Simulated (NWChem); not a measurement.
# CH$_{5}$NZn; SMILES [Zn]([NH2])[CH3]

```xyz
8

Zn     0.1540    -0.0245     0.0030
C      0.1989     1.9091     0.0018
H     -0.3263     2.3219     0.8781
H     -0.2880     2.3198    -0.8973
H      1.2330     2.2887     0.0237
N      0.2363    -1.8455     0.0057
H     -0.0814    -2.3508    -0.8174
H     -0.1080    -2.3497     0.8187
```
Atoms are numbered in this order, from 1.

Coordinates come from a PBE0/def2-SVP optimisation.

**Question.** Give the principal values of the shielding tensors (ppm) of Zn1, C2, N6 from B3LYP/6-31G* (spherical d), GIAO (NWChem), with their diamagnetic and paramagnetic parts as GIAO splits them.

**Answer.** 
```json
[
 {"atom": "Zn1", "σ11": "1293.0", "σ22": "1319.8", "σ33": "2456.5", "isotropic": "1689.8", "diamagnetic": "2512.6", "paramagnetic": "-822.8"},
 {"atom": "C2", "σ11": "198.1", "σ22": "202.5", "σ33": "204.4", "isotropic": "201.7", "diamagnetic": "247.7", "paramagnetic": "-46.0"},
 {"atom": "N6", "σ11": "206.8", "σ22": "231.4", "σ33": "289.1", "isotropic": "242.4", "diamagnetic": "316.3", "paramagnetic": "-73.8"}
]
```
